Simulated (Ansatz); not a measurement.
`[OH][Ti]([F])([F])[Cl]` + H–F → `[OH][Ti]([F])([F])[F]` + HCl at 700 K and 1 bar (ligand exchange at a Ti–Cl bond).

Program: Ansatz. Geometries: PBE0-D4/def2-TZVP. ΔE: electronic, gas phase. CBS: MP2 limit from def2 TZ/QZ plus the TZ coupled-cluster correction, frozen cores. This one scheme is used for every species. For Ti outer-core shells are correlated without core-valence functions, which leaves a few kJ/mol of doubt a bond. Scalar relativity is left out up to krypton. One conformer a species, not always the lowest.

| species | CCSD(T)/CBS energy (Eh) | H − E (kJ/mol) | S (J/(mol·K)) |
| --- | --- | --- | --- |
| `[OH][Ti]([F])([F])[Cl]` | -1584.32027 | 115.6 | 449.9 |
| H–F | -100.39570 | 45.2 | 198.5 |
| `[OH][Ti]([F])([F])[F]` | -1224.33935 | 116.4 | 442.7 |
| HCl | -460.38127 | 38.4 | 211.8 |

H − E and S are ideal-gas, rigid-rotor, harmonic terms from PBE0-D4/def2-TZVP, for one conformer and one mirror image of each species. 1 Eh = 2625.50 kJ/mol, R = 8.31446 J/(mol·K).

**Question.** By hand: ΔE, ΔH, ΔS and ΔG.

**Answer.** ΔE = (-1224.33935) + (-460.38127) − (-1584.32027) − (-100.39570) = -0.00465 Eh = -12.2 kJ/mol. Δ(H − E) = 116.4 + 38.4 − 115.6 − 45.2 = -6.0, so ΔH = -18.2 kJ/mol. ΔS = 442.7 + 211.8 − 449.9 − 198.5 = 6.1 J/(mol·K). ΔG = -18.2 − 700 × (6.1)/1000 = -22.5 kJ/mol.

**Question.** By hand: the equilibrium constant, and the temperature at which ΔG would vanish if ΔH and ΔS stayed fixed.

**Answer.** log₁₀ K = −ΔG/(RT ln 10) = 1.7. ΔH and −TΔS have one sign here, so there is no such temperature.

The number of gas molecules stays the same, so ΔS is small and ΔH decides. A doubt of 5 kJ/mol in ΔE shifts log₁₀ K by 0.4 here. Other conformers and mirror images would add mixing entropy, several J/(mol·K) or more a flexible species. These are equilibria of isolated gas molecules and say nothing of rates. Largest T1 diagnostic: 0.024 (customary marks: 0.02 for closed shells, 0.045 for open ones).

ΔS is within the doubt of such terms, so its sign, and with it that verdict, could turn.
